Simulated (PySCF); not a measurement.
## Electron correlation in Ti⁺ (titanium, charge +1)

[Ar] 3d2 4p1, one real determinant (an excited configuration). Calculation: PySCF 2.14, in x2c-TZVPPall (6s5p4d2f1g, 64 functions); the spin-free X2C one-electron Hamiltonian (Gaussian nucleus). Frozen: [Ne]; 11 electrons correlated.

MP2 pair energies summed by pair of shells (mhartree):

```csv
pair,energy,share (%)
3p-3p,-114.64,47.3
3p-3d,-64.11,26.5
3s-3p,-29.69,12.3
3s-3d,-10.01,4.1
3p-4p,-8.32,3.4
3s-3s,-6.02,2.5
3d-4p,-4.57,1.9
3d-3d,-4.50,1.9
3s-4p,-0.49,0.2
```

Total MP2 correlation energy: -242.34 mhartree.

Same-spin part -71.68 and opposite-spin part -170.65 mhartree; SCS-MP2 scales them by 1/3 and 6/5 to -228.68 mhartree.

The basis was made for the ground configuration and has no added diffuse functions, which can raise the energy of the promoted electron.

The reference is one real determinant that mixes LS terms of this configuration.

This basis was not built for core-valence correlation, so the inner-shell part is incomplete.
